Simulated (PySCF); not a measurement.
Zr(OH)F3 (singlet state).
Structure used (PBE0-D3(BJ)/def2-SVP), in Å, numbered top down from 1:
```xyz
6
F3HOZr angstrom
Zr    -0.0268   -0.0737   -0.4634
O      0.0947    0.2432    1.4044
H      0.1408    0.3821    2.3497
F      1.7115   -0.2785   -1.2144
F     -0.8974    1.3940   -1.3079
F     -1.0229   -1.6671   -0.7684
```

Theory: PBE0-D3(BJ)/def2-SVP geometry optimisation, gas phase, def2 core potentials past Kr in PySCF 2.14.0.

(1) Which atoms are bound to Zr1, and at what distances?

(2) List the angles at Zr1.

(3) What is the shape at Zr1?

(4) What are the other bond lengths?

## Answers

(1) 4 atoms: O2 1.898 Å, F6 1.904 Å, F5 1.904 Å, F4 1.905 Å. The nearest atom not counted as bound is H3, at 2.85 Å.

(2) 
```csv
angle,degrees,distance of the outer atoms (Å)
O2–Zr1–F4,110.3,3.12
O2–Zr1–F5,109.7,3.11
F5–Zr1–F6,109.6,3.11
O2–Zr1–F6,109.3,3.10
F4–Zr1–F5,109.0,3.10
F4–Zr1–F6,108.9,3.10
```

(3) Tetrahedral: angles from 108.9° to 110.3°; τ4 = (360° − α − β)/141° = 0.99 with α and β the two widest (0 for a square, 1 for a tetrahedron).

(4) O2–H3 0.957 Å.

Point group: C3v (every atom within 0.08 Å of its image). Charge 0, singlet. No frequency check.
